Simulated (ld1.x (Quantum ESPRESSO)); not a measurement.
**Logarithmic derivatives: Tm (Z = 69), TM**

| Item | Value |
| --- | --- |
| Element | Tm (Z = 69) |
| Generator | ld1.x (Quantum ESPRESSO) 7.5 |
| Type | norm-conserving Troullier–Martins (Kleinman–Bylander form) |
| Functional | PBEsol |
| Relativity | scalar-relativistic |
| Frozen core | [Kr] 4d10 |
| Valence charge | 23 |
| Reference configuration | 4f13 5s2 5p6 5d0 6s1 6p0 (charge +1) |
| Partial waves | 5s (bound): rc 2.00 bohr; 5p (bound): rc 3.32 bohr; 4f (bound): rc 1.00 bohr; 5d (bound, empty): rc 2.80 bohr |
| Local potential | the d channel |
| Core correction | Bessel-smoothed model core inside 0.45 bohr |

Occupied shells without a wave of their own: 6s. They enter only through the test configuration that unscreens the potential, and ld1.x also counts them in the model core charge.

The phase is arctan(r·u′/u) with u = r·R(r), unwrapped; energies in Ry, scanned from -6 to 5 Ry. A pole is an energy at which the radial function vanishes at the test radius. The pseudo phase is shifted by a multiple of π to meet the all-electron one at the reference energy, and phase errors are pseudo minus all-electron; the curves can meet again beyond the range given. Levels narrower than the energy grid can be missing from the lists of poles. n/a: not evaluated, since a narrow level or a reset projector energy made the automatic matching unsafe.

**Question.** For each channel, where are the poles, and over which energies does the pseudopotential scatter like the atom?

**Answer.**

```
channel  radius (bohr)  reference energy (Ry)  poles, all-electron  poles, pseudo  unbroken range about the reference energy with phases within 0.05 rad  phase error 1 Ry above the reference energy (rad)
      s           3.61                  -4.42           0.29, 4.95           0.63                                                                    n/a                                                n/a
      p           3.61                  -2.47          -2.45, 1.21    -2.45, 1.12                                                              below 2.1                                             +0.000
      d           3.61                  -0.48          -0.17, 2.96    -0.17, 3.01                                                              below 1.0                                             +0.006
      f           3.61                  -0.72          -0.71, 1.90    -0.71, 1.98                                                              below 0.5                                             +0.013
```

The potential misses its own reference levels by up to 0.8 eV. ld1.x takes every shell without a wave as core, so the model core holds the 6s electrons as well and exchange and correlation see them twice. This cancels in the reference configuration, but the file is broken for other ones, and its errors say nothing about a proper core correction.

Phases in the p channel:

```
E (Ry)  all-electron  pseudo
 -6.00         1.449   1.449
 -5.48         1.443   1.443
 -4.96         1.435   1.435
 -4.44         1.425   1.425
 -3.92         1.413   1.413
 -3.40         1.396   1.396
 -2.88         1.366   1.367
 -2.36        -1.726  -1.725
 -1.84        -1.811  -1.811
 -1.32        -1.890  -1.890
 -0.80        -2.078  -2.078
 -0.28        -3.020  -3.046
  0.24        -4.362  -4.381
  0.76        -4.619  -4.633
  1.28        -4.723  -4.740
  1.80        -4.798  -4.826
  2.32        -4.886  -4.956
  2.84        -5.065  -5.444
  3.36        -6.008  -7.324
  3.88        -7.442  -7.670
  4.40        -7.677  -7.769
  4.92        -7.762  -7.822
```
